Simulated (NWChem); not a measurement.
**Atomisation of tetraarsenic (As4)**

```
As
As 1 2.4334
As 1 2.4335 2 60.00
As 1 2.4335 2 60.00 3 70.53
```
Charge 0, spin multiplicity 1.

All runs are NWChem calculations. All single points use one geometry, from PBE0/def2-SVP, held to C2v symmetry and with no frequency check, so it may be a saddle point.

Basis set: def2-TZVP. The atomisation energy is electronic alone: no zero-point, thermal, spin-orbit or counterpoise terms. No value is extrapolated to the basis-set limit. Free atoms are single determinants with multiplicities As 4. Correlated methods freeze the same cores in atoms and molecule, 36 orbitals in all.

The Hamiltonian is non-relativistic. The stability of the SCF solutions was not checked. Open-shell Hartree-Fock references start from PBE0 orbitals.

**Question.** For the atomisation energy, HF gives 71.3 kcal/mol and LC-wPBE (omega 0.3 per bohr) gives 225.5 kcal/mol. What do LDA (SVWN5), BLYP, MP2 give?

**Answer.** LDA (SVWN5): 323.8 kcal/mol; BLYP: 246.3 kcal/mol; MP2: 239.5 kcal/mol.
